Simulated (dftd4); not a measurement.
H$_{2}$Se, charge +1, doublet, geometry from GFN2-xTB (a state made from the parent by changing its charge; the spin is typed, not shown lowest); dftd4 with D4 for tpss.

The dftd4 input:
```
$ dftd4 mol.xyz --func tpss --charge 1 --json dftd4.json --noedisp

# file mol.xyz
3

Se    -0.00212003     0.05554000    -0.00139670
H     -1.02654637    -0.98490244     0.01728965
H      1.09862725    -0.90345749     0.03019805
```

The log (banner, timings and long lists left out):

```
                    ____  _____ _____     ____  _  _
      -------------|  _ \|  ___|_   _|---|  _ \| || |------------
     |             | | | | |_    | | ___ | | | | || |_           |
     |             | |_| |  _|   | ||___|| |_| |__   _|          |
     |             |____/|_|     |_|     |____/   |_|            |
     |             ===================================           |
     |            E. Caldeweyher, S. Ehlert & S. Grimme          |
     |          Mulliken Center for Theoretical Chemistry        |
     |                    University of Bonn                     |
      -----------------------------------------------------------

Rational (Becke-Johnson) damping: tpss-D4-ATM
---------------------
  s6         1.0000
  s8         1.7660
  s9         1.0000
  a1         0.4282
  a2         4.5426
 alp        16.0000
--------------------

Dispersion energy:      -6.0093657511206E-04 Eh

[Info] JSON dump of results written to 'dftd4.json'
```
